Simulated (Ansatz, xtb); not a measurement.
# C3H5AlF2: which of two isomers lies lower

We compare I, `C/C=[CH]/[Al]([F])[F]`, a singlet, with II, `C/C=[CH]\[Al]([F])[F]`, a singlet. Both are isolated molecules in the gas phase, relaxed with B3LYP-D3(BJ)/def2-SVP; the shapes shown needn't be the lowest conformers.

I (Å):

```xyz
11

C    -0.6411   -0.4881    1.2231
C    -1.4406   -1.4993    0.4607
C    -1.0159   -2.7192    0.0714
Al   -2.1906   -3.8726   -0.8995
F    -3.7295   -3.3530   -1.2509
F    -1.7768   -5.3894   -1.4300
H    -0.5614    0.4547    0.6540
H     0.3734   -0.8503    1.4468
H    -1.1417   -0.2320    2.1734
H    -2.4649   -1.1861    0.2110
H     0.0119   -3.0050    0.3349
```

II (Å):

```xyz
11

C     1.7890   -2.1684    0.4155
C     1.4058   -2.5387    1.8158
C     0.2964   -2.1549    2.4810
Al   -1.0823   -1.0213    1.7809
F    -2.4117   -0.6075    2.6842
F    -1.0266   -0.3917    0.2404
H     1.9122   -3.0749   -0.2028
H     2.7678   -1.6575    0.4059
H     1.0473   -1.5143   -0.0650
H     2.1257   -3.1942    2.3292
H     0.1873   -2.5304    3.5072
```

Quicker runs give these differences E(II) − E(I): GFN2-xTB −1.01 kJ/mol; HF/STO-3G +5.84 kJ/mol (at GFN2-xTB geometries); r2SCAN-D4/def2-SVP +4.37 kJ/mol (at GFN2-xTB geometries).

Problem. Which of the two would you expect CCSD(T)/def2-SVP + ΔMP2/def2-TZVPP electronic energies to favour?

Solution. Too close to call at this level: CCSD(T)/def2-SVP + ΔMP2/def2-TZVPP gives E(II) − E(I) = +3.47 kJ/mol.

How the difference moves with the method:

| level | geometry | E(II) − E(I) (kJ/mol) | departure from the last row (kJ/mol) | job, with rough time for the two |
| --- | --- | --- | --- | --- |
| GFN2-xTB | GFN2-xTB | −1.01 | −4.48 | optimisation, 0.12 s |
| HF/STO-3G | GFN2-xTB | +5.84 | +2.38 | single point, 0.3 s |
| r2SCAN-D4/def2-SVP | GFN2-xTB | +4.37 | +0.90 | single point, 4.6 s |
| B3LYP-D3(BJ)/def2-SVP | B3LYP-D3(BJ)/def2-SVP | −1.30 | −4.76 | optimisation, 2 min |
| HF/def2-SVP | B3LYP-D3(BJ)/def2-SVP | +4.30 | +0.83 | part of the CCSD(T) run |
| MP2/def2-SVP | B3LYP-D3(BJ)/def2-SVP | +2.69 | −0.78 | part of the CCSD(T) run |
| CCSD(T)/def2-SVP | B3LYP-D3(BJ)/def2-SVP | +2.32 | −1.15 | single point |
| CCSD(T)/def2-SVP + ΔMP2/def2-TZVPP | B3LYP-D3(BJ)/def2-SVP | +3.47 |  | single point, 45 s |

As drawn, both hold the same kinds of bond in the same numbers.

The largest departure from CCSD(T)/def2-SVP + ΔMP2/def2-TZVPP is that of B3LYP-D3(BJ)/def2-SVP, 4.76 kJ/mol. The last row adds to CCSD(T) the change of the MP2 difference between the two basis sets, here +1.15 kJ/mol.

With harmonic frequencies from B3LYP-D3(BJ)/def2-SVP (ideal gas, rigid rotor, one conformer each, 298.15 K, 1 atm): on the last row, ΔE + ΔZPE = +4.30 kJ/mol. A mode under 50 cm⁻¹ makes harmonic enthalpies and free energies unreliable, so none is given.

The correlated steps freeze 10 core orbitals. Run with Ansatz 0.2.0, xtb 6.7.1; the last row on 2 threads of Arm Neoverse V2 on a shared host.
